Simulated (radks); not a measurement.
Results of a calculation; reference values are marked as such.
Species: N+. Configuration: [He] 2s1.75 2p2 3d0.25 (fractional occupations, a model configuration).

Level of theory: scalar-relativistic Kohn-Sham, r2SCAN, spin-polarised, spherical densities, finite nucleus; open shells are filled with parallel spins first; meta-GGA in the generalised Kohn-Sham scheme; Fermi nuclear charge, rms radius 2.5582 fm (a radial shooting solver on a logarithmic mesh with Libxc functionals).

Energy parts (Ry):
part                      energy
total                 -107.56758
kinetic                107.43341
electron-nucleus      -245.83441
Hartree                 43.26098
exchange-correlation   -12.42757

Orbitals (lengths in bohr, moments of r in powers of bohr; r(90%) holds 90 % of the orbital's charge):
| orbital | occ. | eigenvalue (Ry) | r(90%) |
|---|---|---|---|
| 1s up | 1 | -30.18103 | 0.411 |
| 1s down | 1 | -30.04111 | 0.409 |
| 2s up | 1 | -2.82338 | 1.90 |
| 2s down | 0.75 | -2.36775 | 2.00 |
| 2p up | 2 | -1.88166 | 2.02 |
| 2p down | 0 | -1.43199 | 2.19 |
| 3s up | 0 | -0.47433 | 6.69 |
| 3p up | 0 | -0.34755 | 8.08 |
| 3d up | 0.25 | -0.21679 | 10.4 |

The highest occupied level is 3d up at -2.950 eV. The configuration is held as typed, so some empty levels lie below it. Spin moment in Bohr magnetons: 2.5. The spin density at the nucleus is 1.628 e/bohr^3 (1s -0.542, 2s 2.170). The electron density at the nucleus is 211.4 e/bohr^3 (large components only).

Run on one thread of a shared host, so times are rough (Arm Neoverse V2): 0.11 s of CPU time, 0.11 s wall, 16 iterations on 2259 mesh points.
